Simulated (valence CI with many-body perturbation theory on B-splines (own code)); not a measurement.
## E1 transitions of Tc XXXVII

Level of theory: valence CI with perturbative core correlation (CI+MBPT): five valence electrons over a frozen Dirac-Fock core [He], a basis of 9 s, 9 p, 8 d, 6 f, 3 g, 1 h functions for each j, with the one-electron correlation potential Σ1 (screened to all orders), the two-electron term Σ2, the three-electron term Σ3, Breit, model QED; selected single and double excitations, second order for the rest (own B-spline code, finite nucleus).

No measured spectrum was set against this ion. As an estimate, large intervals hold to a few tenths of a per cent, small ones and those within an open d or f shell to about a per cent. Among the levels kept, up to 1900 cm⁻¹ of a level comes from second order outside the variational space, and about a tenth of that is noise between levels of different J, which matters for small intervals.

Lines 51 to 100 of 252 in falling wavelength, among levels below 3188.6 eV, chosen from the strongest by gf and those to the six lowest levels. Wavelengths and rates use the calculated energies. Electric multipoles are in the length gauge, E1 and E2 with the static RPA response of the core. Weak lines are less certain than strong ones. Lines between different terms over intervals too small for the method are left out, as are lines whose strength nearly cancels. The highest levels of a list are the least certain.

Levels are named by their leading jj configuration (3d3/2^4 stands for four electrons in 3d with j = 3/2), which in mixed levels can hold well under half, so a name can repeat and another be missing. Letters in brackets count levels of one name in rising energy.

```csv
λ vac (nm),Upper,Lower,A (s⁻¹),log gf,Branch %
13.90,(2s 2p1/2^2 2p3/2 3p3/2) J=1/2,(2s 2p1/2^2 2p3/2 3s) J=3/2 [a],1.03e+10,-1.23,0.0
13.87,(2s 2p1/2^2 2p3/2 3d3/2) J=1/2,(2s 2p1/2^2 2p3/2 3p1/2) J=3/2 [a],1.75e+10,-0.99,0.3
13.84,(2s 2p1/2^2 2p3/2 3p3/2) J=3/2 [b],(2s 2p1/2^2 2p3/2 3s) J=3/2 [b],1.12e+10,-0.89,0.1
13.73,(2s^2 2p3/2^2 3p3/2) J=3/2 [b],(2s^2 2p3/2^2 3s) J=1/2,1.27e+10,-0.84,0.2
13.73,(2s^2 2p1/2 2p3/2 3d3/2) J=1/2 [b],(2s^2 2p1/2 2p3/2 3p1/2) J=3/2 [b],1.05e+10,-1.23,0.0
13.70,(2s^2 2p1/2 2p3/2 3d3/2) J=5/2 [a],(2s^2 2p1/2 2p3/2 3p1/2) J=3/2 [a],1.40e+10,-0.63,0.1
13.66,(2s^2 2p1/2^2 3p3/2) J=3/2,(2s^2 2p1/2^2 3s) J=1/2,2.56e+10,-0.54,11.0
13.55,(2s^2 2p1/2 2p3/2 3d3/2) J=7/2,(2s^2 2p1/2 2p3/2 3p1/2) J=5/2,1.41e+10,-0.51,78.0
13.41,(2s^2 2p1/2^2 3d3/2) J=3/2,(2s^2 2p1/2^2 3p1/2) J=1/2,1.83e+10,-0.71,0.1
13.40,(2s 2p1/2^2 2p3/2 3p3/2) J=3/2 [b],(2s 2p1/2^2 2p3/2 3s) J=1/2,1.61e+10,-0.76,0.1
13.38,(2s^2 2p3/2^2 3s) J=3/2,(2s^2 2p1/2 2p3/2 3p1/2) J=1/2,5.32e+09,-1.24,0.0
13.27,(2s^2 2p1/2 2p3/2 3p3/2) J=3/2 [a],(2s^2 2p1/2 2p3/2 3s) J=3/2 [a],5.16e+09,-1.26,2.1
13.13,(2s^2 2p1/2 2p3/2 3p3/2) J=5/2 [b],(2s^2 2p1/2 2p3/2 3s) J=3/2 [b],1.68e+10,-0.59,2.3
12.90,(2s^2 2p1/2 2p3/2 3d3/2) J=1/2 [a],(2s^2 2p1/2 2p3/2 3p1/2) J=1/2,1.67e+10,-1.08,0.1
12.61,(2s^2 2p1/2 2p3/2 3p3/2) J=3/2 [b],(2s^2 2p1/2 2p3/2 3s) J=1/2,6.32e+09,-1.22,0.4
12.57,(2s^2 2p1/2 2p3/2 3p3/2) J=5/2 [b],(2s^2 2p1/2 2p3/2 3s) J=5/2,1.19e+10,-0.77,1.6
12.41,(2s 2p1/2^2 2p3/2 3p3/2) J=5/2 [a],(2s 2p1/2^2 2p3/2 3s) J=5/2,1.40e+10,-0.71,0.0
11.97,(2s^2 2p1/2 2p3/2 3d3/2) J=5/2 [b],(2s^2 2p1/2 2p3/2 3p1/2) J=5/2,5.42e+09,-1.16,0.0
11.88,(2s^2 2p3/2^2 3p3/2) J=3/2 [a],(2s^2 2p1/2 2p3/2 3d3/2) J=3/2 [a],1.38e+10,-0.93,0.6
11.85,(2s^2 2p1/2 2p3/2 3p3/2) J=1/2 [b],(2s^2 2p1/2 2p3/2 3s) J=3/2 [b],3.14e+10,-0.88,2.7
11.69,(2s^2 2p3/2^2 3p3/2) J=3/2 [a],(2s^2 2p3/2^2 3s) J=3/2,1.39e+10,-0.94,0.6
11.20,(2s^2 2p3/2^2 3p3/2) J=3/2 [a],(2s^2 2p3/2^2 3s) J=5/2,7.98e+09,-1.22,0.4
10.19,(2s 2p1/2^2 2p3/2 3s) J=5/2,(2s^2 2p1/2 2p3/2 3s) J=5/2,5.74e+09,-1.27,0.1
9.205,(2s 2p1/2^2 2p3/2 3s) J=5/2,(2s^2 2p1/2 2p3/2 3s) J=3/2 [a],8.29e+09,-1.20,0.2
9.142,(2s 2p1/2 2p3/2^2 3s) J=7/2,(2s^2 2p3/2^2 3s) J=5/2,1.15e+10,-0.94,0.0
8.807,(2s 2p1/2 2p3/2^3) J=3/2 [a],(2s^2 2p3/2^3) J=3/2,5.41e+08,-2.60,0.3
8.645,(2s 2p1/2^2 2p3/2^2) J=5/2,(2s^2 2p1/2 2p3/2^2) J=5/2,3.93e+09,-1.58,6.7
7.766,(2s 2p1/2^2 2p3/2^2) J=5/2,(2s^2 2p1/2 2p3/2^2) J=3/2,1.05e+10,-1.24,17.9
7.522,(2s 2p1/2 2p3/2^3) J=5/2,(2s^2 2p3/2^3) J=3/2,1.19e+10,-1.22,6.5
7.300,(2s 2p1/2^2 2p3/2^2) J=1/2,(2s^2 2p1/2 2p3/2^2) J=1/2,1.55e+10,-1.61,7.6
6.992,(2p1/2^2 2p3/2^3) J=3/2,(2s 2p1/2 2p3/2^3) J=3/2 [b],3.22e+10,-1.03,6.0
6.661,(2p1/2 2p3/2^4) J=1/2,(2s 2p3/2^4) J=1/2,5.66e+10,-1.12,8.3
6.550,(2s 2p1/2 2p3/2^3) J=1/2,(2s^2 2p3/2^3) J=3/2,5.43e+09,-2.16,1.1
6.438,(2s 2p1/2^2 2p3/2^2) J=3/2,(2s^2 2p1/2 2p3/2^2) J=5/2,1.32e+10,-1.48,4.3
6.161,(2s 2p1/2 2p3/2^3) J=3/2 [b],(2s^2 2p3/2^3) J=3/2,1.79e+10,-1.39,3.4
5.964,(2s 2p1/2^2 2p3/2^2) J=1/2,(2s^2 2p1/2 2p3/2^2) J=3/2,1.53e+09,-2.79,0.7
5.937,(2s 2p1/2^2 2p3/2^2) J=3/2,(2s^2 2p1/2 2p3/2^2) J=3/2,4.36e+09,-2.04,1.4
5.801,(2p1/2^2 2p3/2^3) J=3/2,(2s 2p1/2 2p3/2^3) J=5/2,7.45e+10,-0.82,14.0
5.214,(2p1/2^2 2p3/2^3) J=3/2,(2s 2p1/2 2p3/2^3) J=3/2 [a],4.35e+10,-1.15,8.1
5.026,(2s 2p1/2 2p3/2^2 3s) J=5/2,(2s^2 2p1/2 2p3/2 3s) J=3/2 [a],5.35e+10,-0.92,0.4
4.925,(2s 2p1/2 2p3/2^3) J=3/2 [a],(2s^2 2p1/2 2p3/2^2) J=1/2,2.27e+09,-2.48,1.1
4.791,(2s 2p1/2 2p3/2^2 3s) J=7/2,(2s^2 2p1/2 2p3/2 3s) J=5/2,3.73e+10,-0.99,0.1
4.591,(2s 2p1/2^2 2p3/2^2) J=5/2,(2s^2 2p1/2^2 2p3/2) J=3/2,4.45e+10,-1.07,75.4
4.533,(2s 2p1/2 2p3/2^3) J=3/2 [a],(2s^2 2p1/2 2p3/2^2) J=5/2,8.64e+09,-1.97,4.2
4.279,(2s 2p1/2 2p3/2^3) J=3/2 [a],(2s^2 2p1/2 2p3/2^2) J=3/2,1.78e+11,-0.71,86.3
4.191,(2s 2p1/2^2 2p3/2 3p3/2) J=5/2 [b],(2s^2 2p1/2^2 3p3/2) J=3/2,1.56e+11,-0.61,0.7
4.182,(2s 2p1/2^2 2p3/2 3p1/2) J=1/2,(2s^2 2p1/2^2 3p1/2) J=1/2,1.17e+11,-1.21,1.4
4.167,(2s 2p1/2 2p3/2^3) J=5/2,(2s^2 2p1/2 2p3/2^2) J=5/2,1.66e+11,-0.59,90.4
4.130,(2s 2p1/2 2p3/2^3) J=1/2,(2s^2 2p1/2 2p3/2^2) J=1/2,1.38e+11,-1.15,28.8
4.126,(2s 2p1/2^2 2p3/2 3s) J=1/2,(2s^2 2p1/2^2 3s) J=1/2,1.80e+11,-1.04,0.9
```
